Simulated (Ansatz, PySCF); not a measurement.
Pair of molecules: HCl (SMILES Cl) (first 2 atoms) with CH2O (SMILES C=O); geometry from B3LYP-D3(BJ)/def2-TZVP.
(charge 0, multiplicity 1):
```xyz
6

Cl    -0.152    -0.056     0.443
H      0.150     0.492     1.588
C     -0.337     0.012     3.999
O      0.281     0.856     3.403
H     -0.402     0.021     5.100
H     -0.862    -0.803     3.472
```

Basis-set superposition error: the interaction energy with monomers in their own basis, and in the dimer's basis (counterpoise).

The values were computed with Ansatz (an electronic-structure program); PySCF for 6-31G* rows, M06-2X. Each number belongs to the level named beside it.

| level | uncorrected (kJ/mol) | counterpoise (kJ/mol) | difference |
|---|---|---|---|
| PBE/def2-TZVPPD | -24.3 | -23.8 | 0.4 |
| revPBE/def2-TZVPPD | -15.3 | -14.8 | 0.4 |
| r2SCAN/def2-TZVPPD | -26.3 | -26.0 | 0.3 |
| PBE0/def2-TZVPPD | -23.8 | -23.5 | 0.4 |
| BHLYP/def2-TZVPPD | -22.0 | -21.7 | 0.3 |
| M06-2X/def2-TZVPPD | -23.9 | -23.6 | 0.4 |
| B2PLYP/def2-TZVPPD | -22.4 | -21.4 | 1.0 |
| MP2/6-31G* | -27.0 | -17.3 | 9.7 |
| CCSD/aug-cc-pV(T+d)Z | -22.1 | -19.8 | 2.3 |
| CCSD(T)/aug-cc-pV(D+d)Z | -24.3 | -19.3 | 5.1 |

The error is largest for MP2/6-31G* (9.7 kJ/mol) and smallest for BHLYP/def2-TZVPPD (0.3 kJ/mol).
